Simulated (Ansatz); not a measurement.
One change: `[NH2][Ga]([SH])[Cl]` becomes `[F][Ga]([SH])[Cl]`.

Ansatz, PBE0-D4/def2-TZVP geometries, multiplicity 1. Each molecule was computed in one conformer, which needn't be the lowest.

Scalar relativity is left out up to krypton.

```
                               property  `[NH2][Ga]([SH])[Cl]`
    HOMO energy (B3LYP/def2-TZVPP) / eV                  -7.34
     HOMO energy (PBE0/def2-TZVPP) / eV                  -7.60
      HOMO energy (PBE/def2-TZVPP) / eV                  -6.26
HOMO–LUMO gap (ωB97M-V/def2-TZVPP) / eV                  10.98
  HOMO–LUMO gap (B3LYP/def2-TZVPP) / eV                   6.33
    HOMO–LUMO gap (PBE/def2-TZVPP) / eV                   4.65
```

Question: Give the same properties after the change, and the shifts. (An estimate is asked.)

Answer: Computed: 
```json
{"property": "HOMO energy (B3LYP/def2-TZVPP) / eV", "`[F][Ga]([SH])[Cl]`": "-8.20", "shift": "-0.86"}
{"property": "HOMO energy (PBE0/def2-TZVPP) / eV", "`[F][Ga]([SH])[Cl]`": "-8.46", "shift": "-0.86"}
{"property": "HOMO energy (PBE/def2-TZVPP) / eV", "`[F][Ga]([SH])[Cl]`": "-7.20", "shift": "-0.94"}
{"property": "HOMO–LUMO gap (ωB97M-V/def2-TZVPP) / eV", "`[F][Ga]([SH])[Cl]`": "11.00", "shift": "0.02"}
{"property": "HOMO–LUMO gap (B3LYP/def2-TZVPP) / eV", "`[F][Ga]([SH])[Cl]`": "6.29", "shift": "-0.04"}
{"property": "HOMO–LUMO gap (PBE/def2-TZVPP) / eV", "`[F][Ga]([SH])[Cl]`": "4.68", "shift": "0.03"}
```

The zero-point energy changes by -60.5 kJ/mol with -6 modes.

B3LYP here is the variant with VWN-RPA as its local correlation; programs differ in this.
